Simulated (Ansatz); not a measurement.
Relaxation of H$_{2}$OSb (4 atoms, charge -1, multiplicity 1), to a largest force component of 0.015 eV/Å in at most 40 steps.

Level of theory: Ansatz 0.2.0, RKS PBE0-D4/def2-TZVP.

```xyz
4
Properties=species:S:1:pos:R:3
O -1.673 -0.266 -0.105
Sb 0.037 -0.263 -0.648
H 0.977 -0.917 0.865
H 0.660 1.447 -0.111
```

**Question.** Where does it end, and by what steps?

**Answer.** It converged. Limits of this set-up: an anion without diffuse functions, the dipole of an ion depends on the origin. After 4 steps the energy has fallen by 0.171 eV; Sb2 moved furthest, 0.07 Å.

```csv
step,energy less start (eV),largest force component (eV/Å),accepted
0,0.0000,2.680,yes
1,0.0480,2.293,no
2,-0.1500,0.836,yes
3,-0.1685,0.307,yes
4,-0.1711,0.006,yes
```

```xyz
4
Properties=species:S:1:pos:R:3
O -1.704 -0.271 -0.104
Sb 0.089 -0.239 -0.607
H 0.958 -0.868 0.819
H 0.658 1.377 -0.108
```

Time of the run: 13 s on 1 CPU thread of a shared host.
